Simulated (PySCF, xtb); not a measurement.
Os(OH)3 (H3O3Os), SMILES [OH][Os]([OH])[OH] (connectivity only; charge and spin as stated), neutral, multiplicity 4. One conformer was computed; it need not be the lowest.

Harmonic wavenumbers (cm⁻¹) from GFN2-xTB (xtb) at its own minimum, in rising order: 56, 87, 152, 156, 256, 277, 484, 491, 518, 523, 549, 834, 3485, 3636, 3647.

What does PBE0-D3(BJ)/def2-SVP (PySCF) give at its own minimum? (The exact figures need the calculation; the answer reports its results.)

109, 136, 192, 259, 395, 469, 621, 669, 695, 719, 794, 859, 3787, 3854, 3880. Paired by order, the mean absolute difference is 152 cm⁻¹ and the zero-point energies are 21.7 and 24.9 kcal/mol.
